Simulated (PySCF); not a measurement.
A structure optimised at PBE0-D3(BJ)/def2-SVP, used in a PySCF frequency run:

```xyz
6

Te     0.6812     0.1128     0.0000
Cl    -1.1907     1.5976     0.0000
Si    -0.8464    -1.8742     0.0000
H     -1.6958    -1.8613     1.2237
H      0.0588    -3.0630     0.0000
H     -1.6958    -1.8613    -1.2237
```
Charge 0, spin multiplicity 1.

Q: Write its SMILES, formula and point group.

A: [SiH3][Te]Cl, ClH₃SiTe, Cs

Q: What are its rotational constants (standard atomic weights)?

A: 3.7169, 2.4021, 1.4850 GHz
